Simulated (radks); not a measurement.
Numerical settings for the iridium ion Ir13+, [Kr] 4d10 4f14 5s2 5p2. Calculated with a radial shooting solver on a logarithmic mesh with Libxc functionals: Dirac Kohn-Sham, PBE, spin-unpolarised, spherical densities, finite nucleus; open shells are shared between the two j in proportion to 2j + 1; Fermi nuclear charge, rms radius 5.4032 fm. The defaults (mesh step 0.008 in ln r, mesh end at 40 bohr or more with all orbitals vanishing there, Anderson mixing 0.5 over 9 steps, residual threshold near 1e-9 with the energy settled to 1e-9 hartree or 1e-11 of itself, here a cap of 87 iterations) give E = -17800.573 hartree and 5p3/2 at -268.31 eV in 15 iterations. Run on one thread of a shared host, so times are rough (Arm Neoverse N1): 0.2 s of CPU time, 0.2 s wall, 15 iterations on 2189 mesh points. Changes against that run (0 stands for a change within the tolerance of the run):

| setting | iterations | converged | E (mhartree) | e(5p3/2) (meV) | CPU (s) |
|---|---|---|---|---|---|
| mesh step in ln r 0.02 | 15 | yes | 0 | 0 | 0.09 |
| mesh step in ln r 0.012 | 15 | yes | 0 | 0 | 0.14 |
| mesh step in ln r 0.05 | 15 | yes | +0.0591 | +0.122 | 0.05 |
| mesh end (bohr) 1 | 14 | level above zero | +5.17e+04 | +3.22e+05 | 0.13 |
| mesh end (bohr) 20 | 15 | yes | 0 | 0 | 0.19 |
| residual threshold 1e-16 | 87 | no | 0 | 0 | 0.55 |
| residual threshold 1e-13 | 29 | yes | 0 | 0 | 0.28 |
| mixing 1.5 | 14 | yes | 0 | 0 | 0.19 |
| linear mixing, mixing 0.8 | 59 | yes | 0 | 0 | 0.59 |
| linear mixing, mixing 0.05 | 87 | no | +0.308 | -1.04e+03 | 0.93 |
| mixing history 3 | 16 | yes | 0 | 0 | 0.2 |
| iteration cap 8 | 8 | no | 0 | +0.665 | 0.11 |

Settled on a wrong energy, with an occupied level pushed above zero by the early mesh end: mesh end (bohr) 1 (+51.7 hartree). Apart from these: no run marked as converged misses the energy by more than 1 mhartree. A mesh that ends early acts as a hard wall.
